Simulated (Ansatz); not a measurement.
A structure relaxed at PBE0-D4/def2-TZVP, charge 0, multiplicity 1:

| atom | x (Å) | y (Å) | z (Å) |
| --- | --- | --- | --- |
| O1 | 1.8516 | 1.5087 | 0.1634 |
| Si2 | 0.4430 | 0.9883 | -0.4408 |
| F3 | 0.0107 | 1.8810 | -1.6758 |
| O4 | -0.7292 | 1.0928 | 0.6601 |
| Si5 | -2.2195 | 0.5879 | 1.1240 |
| O6 | 0.6405 | -0.5112 | -0.9701 |
| Si7 | 1.3716 | -1.9733 | -0.8507 |
| H8 | 1.8708 | 2.3417 | 0.6351 |
| H9 | -3.2578 | 1.2308 | 0.2812 |
| H10 | -2.3158 | -0.8882 | 0.9916 |
| H11 | -2.4089 | 0.9788 | 2.5412 |
| H12 | 2.3903 | -1.9522 | 0.2285 |
| H13 | 2.0153 | -2.2937 | -2.1471 |
| H14 | 0.3376 | -2.9913 | -0.5405 |

Question: Give its formula and SMILES.

Answer: FH7O3Si3, `O[Si](F)(O[SiH3])O[SiH3]`.

Question: Point group (tolerance 0.08 Å, 0.16 Å for H)?

Answer: C1.

Question: Summarise the bond lengths by kind.

Answer: 5 × O–Si 1.602 to 1.640 Å; 1 × H–O 0.957 Å; 1 × F–Si 1.584 Å; 6 × H–Si 1.482 to 1.485 Å.

Program: Ansatz 0.2.0.
